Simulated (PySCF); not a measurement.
## Levels of Pr⁴⁺ from EOM-EA-GCCSD

Reference: closed-shell Pr⁵⁺, [Xe]; one electron is added. Calculated with PySCF 2.14, two-component X2C-1e with screened spin-orbit coupling, x2c-TZVPPall-2c with one added diffuse shell each of s, p, d, f type (12s12p11d5f2g, 156 functions); frozen [Ar] 3d10; the 18 highest virtual spinors dropped; of the others 100 kept and the rest restored at second order. No Breit or QED terms. Binding energies in eV.

```json
{"level": "4f5/2", "Koopmans": "53.972", "second order": "58.223", "EOM-CCSD": "57.516"}
{"level": "4f7/2", "Koopmans": "53.608", "second order": "57.813", "EOM-CCSD": "57.118"}
{"level": "5d3/2", "Koopmans": "42.365", "second order": "43.750", "EOM-CCSD": "43.656"}
{"level": "5d5/2", "Koopmans": "41.955", "second order": "43.282", "EOM-CCSD": "43.201"}
{"level": "6s1/2", "Koopmans": "34.108", "second order": "35.306", "EOM-CCSD": "35.149"}
```

Electric-dipole lines between these computed levels:

| lower | upper | ΔE (eV) | vacuum wavelength (nm) |
| --- | --- | --- | --- |
| 4f5/2 | 5d3/2 | 13.860 | 89.46 |
| 4f5/2 | 5d5/2 | 14.315 | 86.61 |
| 4f7/2 | 5d5/2 | 13.917 | 89.09 |

In EOM-CCSD the overlap with the one-orbital guess is low for 4f7/2 (weight 0.82). That can mean mixing with two-particle, one-hole states, where second order and EOM-CCSD lose accuracy, or only a rotation among the degenerate components of the shell; the terms of those configurations are not listed.

For comparison, the ionisation energy of Pr⁴⁺ is 57.53 ± 0.05 eV (semi-empirical (NIST evaluation); NIST Atomic Spectra Database, ionization energies).

Only part of the computed levels is shown.

The highest levels are limited by the diffuse functions of the basis.
